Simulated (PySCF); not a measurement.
C2H5BO3, SMILES CB(O)C(=O)O.

Geometry optimised at B3LYP-D3(BJ)/def2-SVP. This is a generated structure with no PubChem entry under its InChIKey; it may be hypothetical. Other conformers were not sampled.

Two levels are set side by side: PBE/def2-TZVP (PySCF) and M06-2X/def2-TZVP (PySCF). Same geometry, gas phase. Differences are taken from unrounded values.

```
quantity                     M06-2X    PBE  PBE minus M06-2X
---------------------------  ------  -----  ----------------
orbital gap (eV)               9.14   3.96             -5.18
highest occupied level (eV)   -9.70  -6.51              3.19
lowest empty level (eV)       -0.56  -2.55             -1.99
dipole moment (D)              1.44   1.38             -0.06
mean polarisability (bohr³)    46.2   49.6               3.4
```

PBE's occupied levels lie high since its potential decays too fast outside the molecule; exact exchange lowers them and widens the gap. PBE's more diffuse valence density responds more strongly to a field. Differences between two approximate levels are no errors against the true value.

Rough cost on one machine, each run with all the roots and properties that it gave: M06-2X against PBE about 3 times.
